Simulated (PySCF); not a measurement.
**Ionisation energy of Sm by level of theory**

Sm [Xe] 4f6 6s2 (7F) → Sm⁺ [Xe] 4f6 6s1 (8F), as a difference of total energies. Calculation: PySCF 2.14, in x2c-TZVPPall (11s7p7d4f2g, 113 functions); scalar relativity by spin-free X2C-1e. Correlated levels: valence: [Kr] 4d10 frozen; valence and next inner shell: [Ar] 3d10 frozen. The calculations carry no spin-orbit coupling.

```
                                method  ionisation energy (eV)  plus first-order spin-orbit estimate  error of that sum (eV)
                                   UHF                   4.585                                 4.597                  -1.047
                                   LDA                   5.751                                 5.762                  +0.118
                                   PBE                   5.535                                 5.547                  -0.097
                                  PBE0                   5.444                                 5.455                  -0.189
                                r2SCAN                   5.198                                 5.209                  -0.435
                         MP2 (valence)                   5.480                                 5.492                  -0.152
                     SCS-MP2 (valence)                   5.541                                 5.552                  -0.092
    MP2 (valence and next inner shell)                   5.509                                 5.520                  -0.124
SCS-MP2 (valence and next inner shell)                   5.550                                 5.561                  -0.083
```

Reference: 5.644 eV (measured; NIST Atomic Spectra Database, ionization energies).

A first-order spin-orbit estimate (lowest level to lowest level, LS coupling) adds 0.011 eV.

Errors of the correlated levels include the incompleteness of this basis and the frozen core.
